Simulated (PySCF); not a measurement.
Distances in Å between the heavy atoms of a computed structure (PBE0-D3(BJ)/def2-SVP; lower triangle, same order across):
```
C1    0.00
C2    1.36  0.00
Si3   2.75  1.85  0.00
Ge4   2.71  3.00  2.38  0.00
O5    1.33  2.40  3.05  1.85  0.00
```

Hydrogens: 1 on C1, 1 on C2, 2 on Si3, 2 on Ge4.

Charge 0, singlet.

(1) Read off the bonds between heavy atoms and their formal orders.

(2) Give the structure as a SMILES string.

(3) Which rings does it hold?

(4) Describe the place of each heavy atom.

Answers

(1) C1–C2 (double); C2–Si3 (single); Si3–Ge4 (single); Ge4–O5 (single); C1–O5 (single).

(2) `C1=C[SiH2][GeH2][O]1`, C2H6GeOSi. Among its features: C=C double bond, Si–H bond and C–Si bond.

(3) C1–C2–Si3–Ge4–O5 (5 members, 0.00 Å rms from planarity).

(4) C1: vinylic carbon bearing oxygen; C2: alkene CH carbon; Si3: SiH2 silicon; Ge4: germanium bonded to O, Si and 2 H; O5: oxygen bonded to C and Ge.
